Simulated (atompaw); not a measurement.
# u(r) = r·R(r): atom against pseudo-atom (Ge (Z = 32))

Columns: radius, all-electron u(r) and pseudo u(r) of the 3p shell (level -115.43 eV) of germanium in the configuration [Ne] 3s2 3p6 3d10 4s2 4p2; PBEsol, scalar-relativistic, PAW (atompaw) scheme, atompaw 4.2.0.5.

```json
{"r (bohr)": "0.050", "all-electron": "-0.4159", "pseudo": "0.0321"}
{"r (bohr)": "0.100", "all-electron": "-0.7087", "pseudo": "0.1252"}
{"r (bohr)": "0.150", "all-electron": "-0.6044", "pseudo": "0.2695"}
{"r (bohr)": "0.200", "all-electron": "-0.2584", "pseudo": "0.4501"}
{"r (bohr)": "0.250", "all-electron": "0.1634", "pseudo": "0.6490"}
{"r (bohr)": "0.300", "all-electron": "0.5581", "pseudo": "0.8468"}
{"r (bohr)": "0.350", "all-electron": "0.8772", "pseudo": "1.0258"}
{"r (bohr)": "0.400", "all-electron": "1.1070", "pseudo": "1.1713"}
{"r (bohr)": "0.450", "all-electron": "1.2520", "pseudo": "1.2741"}
{"r (bohr)": "0.500", "all-electron": "1.3253", "pseudo": "1.3307"}
{"r (bohr)": "0.550", "all-electron": "1.3426", "pseudo": "1.3432"}
{"r (bohr)": "0.600", "all-electron": "1.3185", "pseudo": "1.3185"}
{"r (bohr)": "0.650", "all-electron": "1.2656", "pseudo": "1.2656"}
{"r (bohr)": "0.700", "all-electron": "1.1942", "pseudo": "1.1942"}
{"r (bohr)": "0.750", "all-electron": "1.1118", "pseudo": "1.1118"}
{"r (bohr)": "0.800", "all-electron": "1.0241", "pseudo": "1.0241"}
{"r (bohr)": "0.850", "all-electron": "0.9354", "pseudo": "0.9354"}
{"r (bohr)": "0.900", "all-electron": "0.8485", "pseudo": "0.8485"}
{"r (bohr)": "0.950", "all-electron": "0.7652", "pseudo": "0.7652"}
{"r (bohr)": "1.000", "all-electron": "0.6868", "pseudo": "0.6868"}
{"r (bohr)": "1.050", "all-electron": "0.6140", "pseudo": "0.6140"}
{"r (bohr)": "1.100", "all-electron": "0.5469", "pseudo": "0.5469"}
{"r (bohr)": "1.150", "all-electron": "0.4858", "pseudo": "0.4858"}
{"r (bohr)": "1.200", "all-electron": "0.4304", "pseudo": "0.4304"}
{"r (bohr)": "1.250", "all-electron": "0.3805", "pseudo": "0.3805"}
{"r (bohr)": "1.300", "all-electron": "0.3357", "pseudo": "0.3357"}
```

Question: How many radial nodes do the two functions have?

Answer: The all-electron 3p function has n − l − 1 = 1; the pseudo-wave has 0, since the states of the same l below it are removed with the core.

Question: At about which radius was the pseudo-wave matched?

Answer: 0.70 bohr. The columns agree to 0.0005 from 0.60 bohr on; several derivatives are matched, so the curves merge somewhat inside the radius.

Question: Is the pseudo-wave norm-conserving?

Answer: No, it belongs to a PAW set: the norm inside the radius is not constrained, and the difference is carried by the augmentation charge.
